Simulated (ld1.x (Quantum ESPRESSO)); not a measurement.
Plane-wave convergence, PAW potential for Te

tellurium, PAW, made with ld1.x (Quantum ESPRESSO) 7.5 (PBE, scalar-relativistic). Core [Kr] 4d10, reference 5s2 5p3.5 (charge +0.5). Waves: 5s (bound): rcut 1.35, rcutus 1.85 bohr; 5s channel at -1.05 Ry: rcut 1.35, rcutus 1.85 bohr; 5p (bound): rcut 1.95, rcutus 2.40 bohr; 5p channel at 1.85 Ry: rcut 1.95, rcutus 2.40 bohr. Local part: all-electron potential smoothed inside 1.55 bohr (lloc = -1). Core correction: Bessel-smoothed model core, default radius (core density twice the valence density). Augmentation charge: PSQ, inside the norm-conserving radii.

The pseudo-atom Hamiltonian at the reference potential is diagonalised in spherical Bessel functions j_l(qr) that vanish at 20 bohr, with q² up to the cutoff. All-electron valence levels (Ry): 5s -1.4066, 5p -0.7120.

Question: How do the lowest levels (Ry) of each channel move with the cutoff, and are there ghosts?

Answer:

```json
{"cutoff (Ry)": "8", "s #1": "-1.4002", "s #2": "-0.1876", "s #3": "-0.0230", "p #1": "-0.7102", "d #1": "-0.3295", "d #2": "-0.0201", "f #1": "0.0339", "f #2": "0.1379", "Σ f·Δε (mRy)": "19.3"}
{"cutoff (Ry)": "10", "s #1": "-1.4043", "s #2": "-0.1882", "s #3": "-0.0232", "p #1": "-0.7114", "d #1": "-0.4150", "d #2": "-0.0246", "f #1": "0.0339", "f #2": "0.1378", "Σ f·Δε (mRy)": "7.0"}
{"cutoff (Ry)": "12", "s #1": "-1.4060", "s #2": "-0.1885", "s #3": "-0.0232", "p #1": "-0.7118", "d #1": "-0.5029", "d #2": "-0.0283", "f #1": "0.0338", "f #2": "0.1378", "Σ f·Δε (mRy)": "2.2"}
{"cutoff (Ry)": "15", "s #1": "-1.4064", "s #2": "-0.1885", "s #3": "-0.0233", "p #1": "-0.7120", "d #1": "-0.5870", "d #2": "-0.0313", "f #1": "0.0338", "f #2": "0.1377", "Σ f·Δε (mRy)": "0.6"}
{"cutoff (Ry)": "18", "s #1": "-1.4065", "s #2": "-0.1886", "s #3": "-0.0233", "p #1": "-0.7120", "d #1": "-0.6948", "d #2": "-0.0347", "f #1": "0.0338", "f #2": "0.1377", "Σ f·Δε (mRy)": "0.4"}
{"cutoff (Ry)": "21", "s #1": "-1.4065", "s #2": "-0.8127", "s #3": "-0.1886", "p #1": "-0.7120", "d #1": "-0.7501", "d #2": "-0.0363", "f #1": "0.0338", "f #2": "0.1377", "Σ f·Δε (mRy)": "0.4"}
{"cutoff (Ry)": "400", "s #1": "-2.7540", "s #2": "-1.4066", "s #3": "-0.1886", "p #1": "-0.7121", "d #1": "-0.8701", "d #2": "-0.0397", "f #1": "0.0338", "f #2": "0.1376", "Σ f·Δε (mRy)": "0.0"}
```

Result: ghost states, extra bound levels that the all-electron valence spectrum of the same l lacks: s at -37.5 eV, d at -11.8 eV (a true bound ghost makes a file unfit for plane-wave use); 10 mRy is reached at 10 Ry and 1 mRy at 15 Ry.

Test run stopped at test 3 of 7 (negative rho).
